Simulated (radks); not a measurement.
Question: The mean radii <r> (bohr) of the occupied orbitals of an atom or ion are listed with their occupations. All-electron calculation, scalar-relativistic Kohn-Sham, PBE, spin-polarised, spherical densities, finite nucleus; Fermi nuclear charge, rms radius of each element as measured or else 0.836 A^(1/3) + 0.57 fm. Program: a radial shooting solver on a logarithmic mesh with Libxc functionals.

orbital  occ.      <r>
1s down     1  0.01835
1s up       1  0.01835
2s up       1  0.07758
2s down     1  0.07758
2p up       3  0.06944
2p down     3  0.06944
3s up       1   0.2011
3s down     1   0.2011
3p up       3   0.2013
3p down     3   0.2013
3d up       5   0.1824
3d down     5   0.1824
4s up       1   0.4496
4s down     1   0.4496
4p up       3   0.4780
4p down     3   0.4780
4d up       5   0.5114
4d down     5   0.5112
5s up       1    1.067
5s down     1    1.060
5p up       3    1.240
5p down     3    1.231
4f up       7   0.6084
4f down     7   0.6042
5d up       3    1.749

Name the element and its charge. Open shells, if any, are filled with parallel spins first.

Answer: Z = 74, tungsten, charge +3: W3+ in [Xe] 4f14 5d3. The 1s radius gives Z: for a bare nucleus <r> = (2 gamma + 1)/(2Z) with gamma = sqrt(1 - (Z/c)^2), 0.01813 bohr for Z = 74, and screening makes it slightly larger (0.01835 here). The occupations add up to 71, and the charge is Z minus that.
